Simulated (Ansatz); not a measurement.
`CCCC(C(C)=O)C(C)=O` + CH₄ → `CC(=O)C(C)C(C)=O` + propane  (formal exchange of groups at a C–C bond)

Computed with Ansatz on PBE0-D4/def2-TZVP structures; ΔE is electronic, products minus reactants. CCSD(T)/CBS adds triple-zeta CCSD(T) − MP2 to the extrapolated MP2 energy (def2 sets, frozen cores). This one scheme is used for every species. Functionals use def2-TZVPP. B3LYP here is the variant with VWN-RPA as its local correlation; programs differ in this. One conformer a species, not always the lowest.

`CCCC(C(C)=O)C(C)=O`:

Z-matrix (Å, degrees):
```
C
C 1 1.520
H 1 1.094 2 111.0
H 1 1.092 2 111.0 3 -119.7
H 1 1.092 2 111.9 3 120.6
C 2 1.524 1 114.1 3 -55.4
H 2 1.096 1 109.2 3 -179.0
H 2 1.094 1 109.3 3 65.7
C 6 1.524 2 114.0 1 -62.5
H 6 1.095 2 109.2 1 58.3
H 6 1.092 2 110.7 1 174.2
C 9 1.528 6 111.7 2 177.9
C 9 1.530 6 113.9 2 -62.0
H 9 1.092 6 111.5 2 56.9
C 12 1.499 9 115.7 6 -147.5
O 12 1.205 9 121.4 6 33.8
O 13 1.206 9 120.3 6 136.5
C 13 1.501 9 117.3 6 -45.5
H 15 1.095 12 109.1 9 69.7
H 15 1.093 12 110.1 9 -47.0
H 15 1.088 12 110.5 9 -169.8
H 18 1.093 13 110.7 9 -43.8
H 18 1.093 13 109.8 9 74.0
H 18 1.088 13 109.5 9 -166.4
```

CH₄:

```xyz
5

C     0.000    0.000    0.000
H    -0.721   -0.265   -0.773
H    -0.069    1.067    0.211
H     1.006   -0.238   -0.344
H    -0.216   -0.564    0.907
```

`CC(=O)C(C)C(C)=O`:

Z-matrix (Å, degrees):
```
C
C 1 1.498
H 1 1.093 2 110.2
H 1 1.088 2 110.5 3 123.1
H 1 1.095 2 108.9 3 -116.7
O 2 1.205 1 123.2 3 -133.2
C 2 1.531 1 115.8 3 45.3
C 7 1.518 2 111.7 1 150.7
C 7 1.531 2 105.2 1 -84.5
H 7 1.093 2 108.1 1 27.4
H 8 1.092 7 111.1 2 174.6
H 8 1.091 7 110.1 2 -65.9
H 8 1.090 7 111.1 2 52.9
C 9 1.500 7 117.2 2 -86.8
O 9 1.206 7 120.2 2 90.8
H 14 1.088 9 109.6 7 170.1
H 14 1.093 9 110.2 7 48.1
H 14 1.093 9 110.0 7 -69.4
```

`CCC`:

Z-matrix (Å, degrees):
```
C
C 1 1.519
H 1 1.094 2 111.1
H 1 1.094 2 111.1 3 119.5
H 1 1.093 2 111.7 3 -120.3
C 2 1.519 1 112.7 3 -59.7
H 2 1.095 1 109.5 3 178.2
H 2 1.095 1 109.5 3 62.4
H 6 1.094 2 111.0 1 59.7
H 6 1.093 2 111.7 1 -180.0
H 6 1.094 2 111.1 1 -59.7
```

Task: Is it downhill or uphill in electronic energy at CCSD(T)/CBS, and by how much? (Estimate.)

Result: Ansatz gave: Uphill: ΔE = +2.1 kcal/mol.

Task: What do these levels give: ωB97X-V, PBE, PBE0, B3LYP, SCS-MP2/def2-TZVPP, CCSD(T)/def2-TZVPP, HF/def2-QZVPP, MP2/def2-QZVPP, SCS-MP2/def2-QZVPP, HF/CBS(def2), MP2/CBS(def2), CCSD/CBS(def2)? (An estimate is asked.)

Result: Ansatz gave: ωB97X-V 1.7, PBE -0.1, PBE0 0.0, B3LYP -0.7, SCS-MP2/def2-TZVPP 1.9, CCSD(T)/def2-TZVPP 2.2, HF/def2-QZVPP -1.3, MP2/def2-QZVPP 2.6, SCS-MP2/def2-QZVPP 1.7, HF/CBS(def2) -1.3, MP2/CBS(def2) 2.5, CCSD/CBS(def2) 1.5 kcal/mol.

Largest T1 diagnostic among the species: 0.014.

In def2-TZVPP, CCSD(T) changes the Hartree–Fock value by +3.5 kcal/mol (the triples alone add +0.6 kcal/mol) and MP2 by +4.0 kcal/mol. The D4 term adds +2.4 kcal/mol with B3LYP and +1.6 kcal/mol with PBE0; it sums over pairs of atoms, weighted by their polarisabilities, and B3LYP, whose exchange is more repulsive, gets the larger term.
